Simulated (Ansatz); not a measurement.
Ansatz (a program for electronic structure) input file for GeCl₂, SMILES [Cl][Ge][Cl] (connectivity only; charge and spin as stated), neutral, multiplicity 1, PBE-D3(BJ)/def2-TZVP. 

Ansatz 0.2 input:
```yaml
crystal:
  periodic: [false, false, false]
  atoms:
    - {symbol: Ge, position_ang: [0.00000000, 0.00000000, 0.72231599]}
    - {symbol: Cl, position_ang: [0.00000000, -1.67132113, -0.67982681]}
    - {symbol: Cl, position_ang: [0.00000000, 1.67132113, -0.67982681]}
basis:
  gaussian:
    orbitals: def2-TZVP
hamiltonian:
  xc: pbe
  dispersion: d3bj
relax: {f_tol: 0.002, max_steps: 200}
```

Log of the run:

```
Functional definition: PBE
integrals: 0.05 GiB planned
870 factors; their error is unknown
mean field: 0.32 GiB planned
mean field evaluation 1: about -81546.6849 eV, gradient 2.9e1 eV
mean field evaluation 2: about -81541.1639 eV, gradient 5.8e1 eV
mean field evaluation 4: about -81548.0638 eV, gradient 2.0e0 eV
mean field evaluation 8: about -81548.0799 eV, gradient 3.1e-2 eV
mean field evaluation 16: about -81548.0662 eV, gradient 4.8e-5 eV
mean field -81548.06624366 eV, -2996.8361591899 hartree, gradient 4.8e-5 eV, S^2 0.000000; 0 other end points of the search recorded, 0 dependent functions left out
the calculation of the forces begins
reference -81548.06627423 eV, -2996.8361603132 hartree; 33, 33 occupied and 89, 89 virtual orbitals, 870 factors
relax step   1: F+E_penalty+E_count = -81548.15206878 eV  Δ(F+E_penalty+E_count) = +0.000e0 eV  max|allowed force component| = 4.157e-1 eV/Å  Δτ_max = 0.0000 Å  (26 SCF iters, accepted)
these checks for a lower state are left out or cut short: starts, cluster_reference, orbital_swaps, neighbouring_geometries, increment
integrals: 0.05 GiB planned
870 factors; their error is unknown
mean field: 0.32 GiB planned
mean field -81548.07539354 eV, -2996.8364954416 hartree, gradient 5.2e-5 eV, S^2 0.000000; 0 other end points of the search recorded, 0 dependent functions left out
the calculation of the forces begins
reference -81548.07542428 eV, -2996.8364965715 hartree; 33, 33 occupied and 89, 89 virtual orbitals, 870 factors
relax step   2: F+E_penalty+E_count = -81548.16054345 eV  Δ(F+E_penalty+E_count) = -8.475e-3 eV  max|allowed force component| = 1.004e-1 eV/Å  Δτ_max = 0.0263 Å  (25 SCF iters, accepted)
these checks for a lower state are left out or cut short: starts, cluster_reference, orbital_swaps, neighbouring_geometries, increment
integrals: 0.05 GiB planned
870 factors; their error is unknown
mean field: 0.32 GiB planned
mean field -81548.07575559 eV, -2996.8365087470 hartree, gradient 4.9e-5 eV, S^2 0.000000; 0 other end points of the search recorded, 0 dependent functions left out
the calculation of the forces begins
reference -81548.07578634 eV, -2996.8365098771 hartree; 33, 33 occupied and 89, 89 virtual orbitals, 870 factors
relax step   3: F+E_penalty+E_count = -81548.16091130 eV  Δ(F+E_penalty+E_count) = -3.679e-4 eV  max|allowed force component| = 1.357e-3 eV/Å  Δτ_max = 0.0054 Å  (27 SCF iters, accepted)
integrals: 0.05 GiB planned
870 factors; their error is unknown
mean field: 0.32 GiB planned
mean field evaluation 32: about -81539.7558 eV, gradient 6.2e1 eV
mean field -81548.07575559 eV, -2996.8365087470 hartree, gradient 4.9e-5 eV, S^2 0.000000; 1 other end points of the search recorded, 0 dependent functions left out
the calculation of the forces begins
reference -81548.07578634 eV, -2996.8365098771 hartree; 33, 33 occupied and 89, 89 virtual orbitals, 870 factors
Total energy: -81548.16094205 eV, -2996.8396392917 hartree
Atom 0 at    -0.000000     0.000000     0.727009 Å, force    -0.000000    -0.000000    -0.001238 eV/Å
Atom 1 at     0.000000    -1.696930    -0.682173 Å, force     0.000000    -0.001357     0.000619 eV/Å
Atom 2 at     0.000000     1.696930    -0.682173 Å, force     0.000000     0.001357     0.000619 eV/Å
Dipole moment:    -0.000000    -0.000000     0.412754 e Å
```

The calculation finished and met its thresholds.

Cost: around 11 core-seconds (rough).
